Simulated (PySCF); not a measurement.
difluoro(1-fluoroethenyl)borane (C2H2BF3), SMILES C=C(F)B(F)F. Atoms are numbered in the order given.

```xyz
8

C     -1.1176    -1.5468     0.0000
C     -0.0166    -0.7872     0.0000
F      1.2023    -1.3622     0.0000
B     -0.0256     0.7730     0.0000
F      1.0914     1.4705     0.0000
F     -1.1726     1.4305     0.0000
H     -2.0995    -1.0715     0.0000
H     -1.0573    -2.6383     0.0000
```
Charge 0, spin multiplicity 1.

Geometry: B3LYP-D3(BJ)/def2-SVP. One conformer was computed; it need not be the lowest.

These are PBE/def2-TZVP (PySCF) values and carry that method's errors.

ESP charges are fitted to the potential on shells at 1.4 to 2.0 van der Waals radii. Atomic charges (e):

```json
[
 {"atom": "C1", "Löwdin": "-0.13", "ESP fit": "-0.50"},
 {"atom": "C2", "Löwdin": "-0.27", "ESP fit": "0.15"},
 {"atom": "F3", "Löwdin": "0.22", "ESP fit": "-0.16"},
 {"atom": "B4", "Löwdin": "-0.86", "ESP fit": "0.54"},
 {"atom": "F5", "Löwdin": "0.38", "ESP fit": "-0.23"},
 {"atom": "F6", "Löwdin": "0.37", "ESP fit": "-0.24"},
 {"atom": "H7", "Löwdin": "0.15", "ESP fit": "0.20"},
 {"atom": "H8", "Löwdin": "0.14", "ESP fit": "0.24"}
]
```

Computed Mayer and Wiberg (Löwdin basis) orders of the bonds:
```json
[
 {"bond": "C1–C2", "Mayer": "1.79", "Wiberg": "2.02"},
 {"bond": "C2–F3", "Mayer": "1.07", "Wiberg": "1.70"},
 {"bond": "C2–B4", "Mayer": "1.04", "Wiberg": "1.14"},
 {"bond": "B4–F5", "Mayer": "1.27", "Wiberg": "2.13"},
 {"bond": "B4–F6", "Mayer": "1.24", "Wiberg": "2.10"},
 {"bond": "C1–H7", "Mayer": "0.93", "Wiberg": "0.86"},
 {"bond": "C1–H8", "Mayer": "0.93", "Wiberg": "0.88"}
]
```
